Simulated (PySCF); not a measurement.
# Sc: electron affinity

Sc⁻ [Ar] 3d2 4s2 (3F) → Sc [Ar] 3d1 4s2 (2D), as a difference of total energies. Calculation: PySCF 2.14, in aug-cc-pV5Z (10s9p7d5f4g3h2i, 202 functions); the non-relativistic Hamiltonian (point nucleus). The calculations carry no spin-orbit coupling.

| method | electron affinity (eV) |
| --- | --- |
| UHF | -1.146 |
| BHandHLYP | -0.432 |

The configuration of this anion was assumed by filling the next shell in order. It is not the known or likely ground configuration (Ca⁻, Sr⁻ and Ba⁻, for instance, bind a p electron), so these values are not the electron affinity of the element.

A negative affinity means that the anion lies above the atom at that level of theory.

In the anion the highest occupied orbital energy is positive at BHandHLYP, a self-interaction effect; the basis confines that electron, and the energy difference can still be sensible.
